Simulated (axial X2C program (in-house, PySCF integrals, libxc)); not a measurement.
NiH: cheaper levels and CCSD(T), two-component

Computed with an in-house relativistic program for diatomic molecules. Two-component (2c) means X2C with spin–orbit coupling and atomic mean-field two-electron Coulomb and Gaunt terms. Basis: Ni dyall-cv3z [9s9p6d3f2g], H dyall-v3z [6s2p1d] (cores contracted in-house); Gaussian nuclei, density fitting, unrestricted open shells. Masses: Ni 57.935 u, H 1.008 u.

State: Ω = 5/2 (⟨Sz⟩ = 0.50, ⟨Lz⟩ = 2.00 at HF); fragments Ni + H.

| level | Re (Å) | ωe (cm⁻¹) | De (eV) |
| --- | --- | --- | --- |
| PBE0 | 1.454 | 2000.5 | n/a |
| HF | 1.623 | 1660.9 | 1.11 |
| CCSD | 1.419 | 2090.3 | 2.07 |
| B3LYP | 1.454 | 1999.6 | n/a |

Correlated methods: 11 electrons correlated (number of frozen shells: Ni 3 s, 2 p; H none), 181 virtual spin orbitals or spinors in MP2, 90 natural virtuals in coupled cluster.

CCSD(T), same Hamiltonian and basis:

Re = 1.419 Å, ωe = 1956.6 cm⁻¹, De = 1.97 eV; T1 = 0.153 (Lee–Taylor normalisation).

**Question.** Give the differences from CCSD(T) in the columns below.

**Answer.** 

| level | ΔRe (Å) | Δωe (cm⁻¹) | ΔDe (eV) |
| --- | --- | --- | --- |
| PBE0 | 0.035 | 44 | n/a |
| HF | 0.204 | -296 | -0.86 |
| CCSD | 0.000 | 134 | 0.10 |
| B3LYP | 0.035 | 43 | n/a |

The state is a single determinant with fixed occupations, the lowest that a limited PBE0 search found. De is counted from the lowest determinant-based energies of the atoms at the same level, without counterpoise correction. De is not given where an atomic determinant may have missed its ground term or J level, or where the truncated virtual space spoils (T). Density functionals use the spin component along the axis (collinear). CCSD and (T) use frozen natural virtuals with an MP2 correction for the truncation; (T) itself is uncorrected, so its De runs slightly low. PBE0 can misorder states that lie within some tenths of an eV, so this need not be the ground state of the molecule. The nearest other 2c determinant of the search, Ω = 3/2, lies 0.14 eV up at the distance of the search. The functionals have no current-density term, which raises determinants with orbital currents, atoms included. The determinant is spin-polarised beyond a pure state at some levels (its spin-free form has ⟨S²⟩ too high), which makes Re and μ there less reliable. The T1 diagnostic is large, a sign of multireference character.
